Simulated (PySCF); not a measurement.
Calculated NMR parameters of Cc1nnncc1C1CC1

```yaml
Formula: C7H9N3
SMILES: Cc1nnncc1C1CC1
Point_group_of_the_computed_structure: C1
Degrees_of_unsaturation: 5
Carbon_signals: 6
Proton_signals: 5
```

Molfile (atoms numbered from 1):
```
C7H9N3
     RDKit          3D

 19 20  0  0  0  0  0  0  0  0999 V2000
    1.7567   -0.7760    1.5796 C   0  0  0  0  0  0  0  0  0  0  0  0
    1.5507    0.0529    0.3552 C   0  0  0  0  0  0  0  0  0  0  0  0
    2.6374    0.6246   -0.1517 N   0  0  0  0  0  0  0  0  0  0  0  0
    2.5860    1.3534   -1.2136 N   0  0  0  0  0  0  0  0  0  0  0  0
    1.4834    1.5521   -1.8529 N   0  0  0  0  0  0  0  0  0  0  0  0
    0.3536    1.0231   -1.4117 C   0  0  0  0  0  0  0  0  0  0  0  0
    0.2979    0.2408   -0.2577 C   0  0  0  0  0  0  0  0  0  0  0  0
   -0.9463   -0.3347    0.2687 C   0  0  0  0  0  0  0  0  0  0  0  0
   -2.2497    0.4133    0.1175 C   0  0  0  0  0  0  0  0  0  0  0  0
   -2.0174   -0.8236   -0.6773 C   0  0  0  0  0  0  0  0  0  0  0  0
    2.8108   -0.7594    1.8405 H   0  0  0  0  0  0  0  0  0  0  0  0
    1.4485   -1.8045    1.3971 H   0  0  0  0  0  0  0  0  0  0  0  0
    1.1751   -0.3816    2.4113 H   0  0  0  0  0  0  0  0  0  0  0  0
   -0.5212    1.2420   -2.0092 H   0  0  0  0  0  0  0  0  0  0  0  0
   -0.8223   -0.9000    1.1827 H   0  0  0  0  0  0  0  0  0  0  0  0
   -2.9421    0.3772    0.9446 H   0  0  0  0  0  0  0  0  0  0  0  0
   -2.2294    1.3663   -0.3892 H   0  0  0  0  0  0  0  0  0  0  0  0
   -2.5471   -1.7234   -0.4039 H   0  0  0  0  0  0  0  0  0  0  0  0
   -1.8343   -0.7331   -1.7373 H   0  0  0  0  0  0  0  0  0  0  0  0
  1  2  1  0
  2  3  2  0
  3  4  1  0
  4  5  2  0
  5  6  1  0
  6  7  2  0
  7  8  1  0
  8  9  1  0
  9 10  1  0
  7  2  1  0
 10  8  1  0
  1 11  1  0
  1 12  1  0
  1 13  1  0
  6 14  1  0
  8 15  1  0
  9 16  1  0
  9 17  1  0
 10 18  1  0
 10 19  1  0
M  END
```

PySCF 2.14 calculation with σ from GIAO-PBE0/pcSseg-1 and structure optimised with GFN2-xTB; single conformer, averaged over atoms made equivalent by symmetry, fast rotation or ring inversion, no solvent model, relativity neglected.

References, each an isolated molecule treated in the same way: 1H and 13C against TMS; 15N vs NH3.

| carbon | δC, type | δH (multiplicity) | HMBC from (2–3 bonds) | span of the C tensor (ppm) |
| --- | --- | --- | --- | --- |
| C1 | 23.1, CH3 | 2.99 (s) | – | 34 |
| C2 | 160.0, C | – | H14, H11/H12/H13, H15 | 247 |
| C6 | 145.7, CH | 8.33 (s) | H15 | 247 |
| C7 | 140.3, C | – | H14, H11/H12/H13, H15, H16/H18, H17/H19 | 229 |
| C8 | 10.6, CH | 1.73 (m) | H14, H16/H18, H17/H19 | 73 |
| C9/C10 | 16.2, CH2 | H16 1.34 (m); H17 0.90 (m) | H15, H16/H18, H17/H19 | 64 |

Other nuclei:
```csv
atoms,nucleus,environment,δ (ppm),σ (ppm)
N4,15N,pyridine-type ring nitrogen,516.8,-249.1
N3,15N,pyridine-type ring nitrogen,429.1,-161.4
N5,15N,pyridine-type ring nitrogen,428.7,-161.0
```

Carbon types of the structure: 2 × C, 2 × CH, 2 × CH2, 1 × CH3, which accounts for all hydrogens. δC 160.0: substituted aromatic carbon next to a ring nitrogen. δC 145.7: aromatic CH next to a ring nitrogen; the adjacent pyridine-type nitrogen withdraws density from it. δC 140.3: substituted aromatic carbon. δC 23.1: methyl carbon on an aromatic ring; saturated and bonded to C and H only. δH 8.33: hydrogen on an aromatic CH next to a ring nitrogen; ring current plus the neighbouring ring nitrogen.

Shifts are as computed. Against solution values, carbons near 30 ppm lie about +3 ppm off and those near 130 ppm about +5 ppm. Of 1211 compounds with measured shifts, 218 miss one by over three times the rms of a fit or turn the order of signals round; such compounds aren't used in these exercises. Experimental scales use liquid or dissolved standards, which lie at an offset from isolated NH3 (liquid NH3: subtract about 20 ppm). Unscaled 15N shifts of sp2 nitrogen come out 20 to 40 ppm too high even then. Multiplicities follow the n + 1 count of equivalent neighbours, as no J values were calculated; m marks all less simple cases, F and P coupling included.
